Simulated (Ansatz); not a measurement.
An input meant for BiCl₃ (charge 0, singlet).

```yaml
crystal:
  periodic: [false, false, false]
  atoms:
    - {symbol: Bi, position_ang: [-0.004583, 0.004860, 0.885257]}
    - {symbol: Cl, position_ang: [2.168669, -0.030630, -0.284442]}
    - {symbol: Cl, position_ang: [-1.056859, 1.890460, -0.310587]}
    - {symbol: Xx, position_ang: [-1.107227, -1.864690, -0.290228]}
basis:
  gaussian: {orbitals: def2-SVPD}
magnetization: {spin_polarized: true, initial_magnetization: 0}
hamiltonian: {xc: {name: rPW86-PBE}}
scf: {omitted_lower_state_checks: [starts]}
```

```sh
$ ansatz run in.yaml --threads 4 --pin off --events-out ev --progress --plain --max-ram 3916MiB
```

Shortened log:

```
Error: YAML parse error: error: line 7 column 16: `Xx` is not an element symbol (H … Og, case-exact)
 --> <input>:7:16
5 |     - {symbol: Cl, position_ang: [2.168669, -0.030630, -0.284442]}
6 |     - {symbol: Cl, position_ang: [-1.056859, 1.890460, -0.310587]}
7 |     - {symbol: Xx, position_ang: [-1.107227, -1.864690, -0.290228]}
8 | basis:
9 |   gaussian: {orbitals: def2-SVPD}
```

In this input an element symbol is wrong. The program refused the input.
